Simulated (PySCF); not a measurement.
PySCF input for CdCl2, SMILES [Cl][Cd][Cl], TDDFT-ωB97X/def2-SVPD. Geometry: PBE-D3(BJ)/def2-TZVP. The isomer is the one that the SMILES or the coordinates give; other isomers of the formula were not compared. The def2 effective core potentials stand for the cores of Cd; spin–orbit coupling is left out.

```python
import numpy as np
from pyscf import gto, scf, dft, tdscf

mol = gto.M(
    atom='''
    Cd    0.00000000    0.00000000    0.00000000
    Cl    0.00000000    0.00000000   -2.27656793
    Cl    0.00000000    0.00000000    2.27656793
    ''',
    basis='def2-SVPD',
    ecp={'Cd': 'def2-svp'},
    charge=0,
    spin=0,
    symmetry=True,
    symmetry_subgroup='D2h',
    max_memory=1600,
    verbose=4,
)
mf = dft.RKS(mol, xc='wb97x').density_fit(auxbasis='def2-universal-jkfit')
mf.grids.level = 3
mf.conv_tol = 1e-9
mf.max_cycle = 100
mf.kernel()
mf.grids = dft.Grids(mol).set(level=1).build(with_non0tab=True)  # coarser grid for the response kernel
td = tdscf.TDDFT(mf)
td.singlet = True
td.nstates = 10
td.conv_tol = 1e-4
td.positive_eig_threshold = 1e-6
td.kernel(x0=td.get_init_guess(mf, 15))
td.analyze()
tt = tdscf.TDA(mf)
tt.singlet = False
tt.nstates = 4
tt.conv_tol = 1e-4
tt.positive_eig_threshold = 1e-6
tt.kernel(x0=tt.get_init_guess(mf, 9))
tt.analyze(verbose=3)
```

Output:

```
PySCF version 2.14.0

[INPUT] verbose = 4
[INPUT] num. atoms = 3
[INPUT] num. electrons = 54
[INPUT] charge = 0
[INPUT] spin (= nelec alpha-beta = 2S) = 0
[INPUT] symmetry True subgroup D2h
[INPUT] Mole.unit = angstrom
[INPUT] Symbol           X                Y                Z      unit          X                Y                Z       unit  Magmom
[INPUT]  1 Cd     0.000000000000   0.000000000000   0.000000000000 AA    0.000000000000   0.000000000000   0.000000000000 Bohr   0.0
[INPUT]  2 Cl     0.000000000000   0.000000000000  -2.276567930000 AA    0.000000000000   0.000000000000  -4.302089891668 Bohr   0.0
[INPUT]  3 Cl     0.000000000000   0.000000000000   2.276567930000 AA    0.000000000000   0.000000000000   4.302089891668 Bohr   0.0

nuclear repulsion = 191.651039555644
point group symmetry = Dooh, use subgroup D2h
symmetry origin: [0. 0. 0.]
symmetry axis x: [1. 0. 0.]
symmetry axis y: [0. 1. 0.]
symmetry axis z: [0. 0. 1.]
num. orbitals of irrep Ag = 22
num. orbitals of irrep B1g = 4
num. orbitals of irrep B2g = 8
num. orbitals of irrep B3g = 8
num. orbitals of irrep Au = 3
num. orbitals of irrep B1u = 19
num. orbitals of irrep B2u = 12
num. orbitals of irrep B3u = 12
number of shells = 34
number of NR pGTOs = 150
number of NR cGTOs = 88
basis = def2-SVPD
ecp = {'Cd': 'def2-svp'}


******** <class 'pyscf.df.df_jk.DFSymAdaptedRKS'> ********
method = DFSymAdaptedRKS
initial guess = minao
damping factor = 0
level_shift factor = 0
DIIS = <class 'pyscf.scf.diis.CDIIS'>
diis_start_cycle = 1
diis_space = 8
diis_damp = 0
SCF conv_tol = 1e-09
SCF conv_tol_grad = None
SCF max_cycles = 100
direct_scf = False
XC library pyscf.dft.libxc version 7.1.2
    S. Lehtola, C. Steigemann, M. J. T. Oliveira, and M. A. L. Marques,  SoftwareX 7, 1–5 (2018)
XC functionals = wb97x
    J.-D. Chai and M. Head-Gordon,  J. Chem. Phys. 128, 084106 (2008)
radial grids:
    Treutler-Ahlrichs [JCP 102, 346 (1995); DOI:10.1063/1.469408] (M4) radial grids

becke partition: Becke, JCP 88, 2547 (1988); DOI:10.1063/1.454033
pruning grids: <function nwchem_prune>
grids dens level: 3
symmetrized grids: True
atomic radii adjust function: <function treutler_atomic_radii_adjust>
small_rho_cutoff = 0
Freeze 0 electrons in irreps []
    54 free electrons in irreps Ag B1g B2g B3g Au B1u B2u B3u
Set gradient conv threshold to 3.16228e-05
Initial guess from minao.
tot grids = 60152
******** <class 'pyscf.df.df.DF'> ********
auxbasis = def2-universal-jkfit
Create RSH-DF object <pyscf.df.df.DF object> for omega=0.3
******** <class 'pyscf.df.df.DF'> ********
auxbasis = auxmol.basis = def2-universal-jkfit
init E= -1073.72250514813
HOMO (B2g) = -0.774470370449582  LUMO (Ag) = -0.615976120275469  gap/eV = 4.31285
cycle= 1 E= -1087.29907227422  delta_E= -13.6  |g|= 1.67  |ddm|= 4.17
HOMO (B3g) = -0.134155421788418  LUMO (Ag) = 0.0697974290518815  gap/eV = 5.54984
cycle= 2 E= -1087.25396374155  delta_E= 0.0451  |g|= 2.06  |ddm|= 4.13
HOMO (B2g) = -0.409319623463151  LUMO (Ag) = -0.0103309965005849  gap/eV = 10.85703
cycle= 3 E= -1087.9733036071  delta_E= -0.719  |g|= 0.0721  |ddm|= 1.61
HOMO (B2g) = -0.420548158165775  LUMO (Ag) = -0.0169846666632694  gap/eV = 10.98152
cycle= 4 E= -1087.97613848343  delta_E= -0.00283  |g|= 0.0258  |ddm|= 0.223
HOMO (B2g) = -0.419294448561308  LUMO (Ag) = -0.014614163172844  gap/eV = 11.01191
cycle= 5 E= -1087.97649705743  delta_E= -0.000359  |g|= 0.00759  |ddm|= 0.0551
HOMO (B2g) = -0.419242528153311  LUMO (Ag) = -0.0153567436460946  gap/eV = 10.99029
cycle= 6 E= -1087.97656496626  delta_E= -6.79e-05  |g|= 0.00176  |ddm|= 0.0358
HOMO (B2g) = -0.419468695111173  LUMO (Ag) = -0.0153938497467792  gap/eV = 10.99544
cycle= 7 E= -1087.9765671822  delta_E= -2.22e-06  |g|= 0.000566  |ddm|= 0.00647
HOMO (B3g) = -0.419318766957068  LUMO (Ag) = -0.0153356920981267  gap/eV = 10.99294
cycle= 8 E= -1087.97656733444  delta_E= -1.52e-07  |g|= 0.000125  |ddm|= 0.00128
HOMO (B2g) = -0.419335963920884  LUMO (Ag) = -0.0153504006271206  gap/eV = 10.99301
cycle= 9 E= -1087.97656734631  delta_E= -1.19e-08  |g|= 1.44e-05  |ddm|= 0.000361
HOMO (B2g) = -0.419335823752205  LUMO (Ag) = -0.0153518151193452  gap/eV = 10.99296
cycle= 10 E= -1087.97656734655  delta_E= -2.36e-10  |g|= 2.16e-06  |ddm|= 8.85e-05
HOMO (B3g) = -0.41933611807322  LUMO (Ag) = -0.0153518354047719  gap/eV = 10.99297
Extra cycle  E= -1087.97656734655  delta_E= -1.36e-12  |g|= 1.1e-06  |ddm|= 1.1e-05
converged SCF energy = -1087.97656734655
tot grids = 20840
Overwritten attributes  positive_eig_threshold  of <class 'pyscf.tdscf.rks.TDDFT'>


******** <class 'pyscf.tdscf.rks.TDDFT'> for <class 'pyscf.df.df_jk.DFSymAdaptedRKS'> ********
nstates = 10 singlet
deg_eia_thresh = 1.000e-03
wfnsym = None
conv_tol = 0.0001
eigh lindep = 1e-12
eigh level_shift = 0
eigh max_cycle = 100


Excitation energies (eV)
[5.71129948 5.71129948 6.19004507 6.19004507 7.23306209 7.55258514
 7.56088035 7.56104142 7.68333484 7.98323988]

** Singlet excitation energies and oscillator strengths **
Excited State   1:  B2g      5.71130 eV    217.09 nm  f=0.0000
      26 -> 28        0.69446
Excited State   2:  B3g      5.71130 eV    217.09 nm  f=0.0000
      27 -> 28       -0.69446
Excited State   3:  B2u      6.19005 eV    200.30 nm  f=0.0469
      24 -> 28        0.69277
Excited State   4:  B3u      6.19005 eV    200.30 nm  f=0.0469
      25 -> 28        0.69277
Excited State   5:  B1u      7.23306 eV    171.41 nm  f=0.1488
      23 -> 28       -0.54599
      26 -> 30        0.30541
      27 -> 29        0.30541
Excited State   6:   Au      7.55259 eV    164.16 nm  f=0.0000
      26 -> 29       -0.49184
      27 -> 30        0.49184
Excited State   7:  B1u      7.56088 eV    163.98 nm  f=0.0000
      26 -> 30        0.49234
      27 -> 29       -0.49234
Excited State   8:   Au      7.56104 eV    163.98 nm  f=0.0000
      26 -> 29        0.49235
      27 -> 30        0.49235
Excited State   9:   Ag      7.68333 eV    161.37 nm  f=0.0000
      22 -> 28        0.58819
      24 -> 29       -0.26005
      25 -> 30       -0.26005
Excited State  10:  B1g      7.98324 eV    155.31 nm  f=0.0000
      24 -> 30        0.49067
      25 -> 29       -0.49067

** Transition electric dipole moments (AU) **
state          X           Y           Z        Dip. S.      Osc.
  1        -0.0000     -0.0000     -0.0000      0.0000      0.0000
  2        -0.0000      0.0000     -0.0000      0.0000      0.0000
  3         0.0000      0.5561     -0.0000      0.3093      0.0469
  4         0.5561      0.0000      0.0000      0.3093      0.0469
  5        -0.0000      0.0000     -0.9163      0.8396      0.1488
  6        -0.0000     -0.0000      0.0000      0.0000      0.0000
  7        -0.0000     -0.0000     -0.0000      0.0000      0.0000
  8         0.0000     -0.0000      0.0000      0.0000      0.0000
  9        -0.0000     -0.0000      0.0000      0.0000      0.0000
 10         0.0000      0.0000      0.0000      0.0000      0.0000

WARN: ECP detected. Skipping calculation of transition velocity and magnetic dipole moments, which have not yet been implemented.

Overwritten attributes  positive_eig_threshold  of <class 'pyscf.tdscf.rks.TDA'>


******** <class 'pyscf.tdscf.rks.TDA'> for <class 'pyscf.df.df_jk.DFSymAdaptedRKS'> ********
nstates = 4 triplet
deg_eia_thresh = 1.000e-03
wfnsym = None
conv_tol = 0.0001
eigh lindep = 1e-12
eigh level_shift = 0
eigh max_cycle = 100


Excitation energies (eV)
[5.39482829 5.39482829 5.83460175 5.83460175]

** Triplet excitation energies and oscillator strengths **
Excited State   1:  B3g      5.39483 eV    229.82 nm  f=0.0000
Excited State   2:  B2g      5.39483 eV    229.82 nm  f=0.0000
Excited State   3:  B2u      5.83460 eV    212.50 nm  f=0.0000
Excited State   4:  B3u      5.83460 eV    212.50 nm  f=0.0000
```

The run converged.
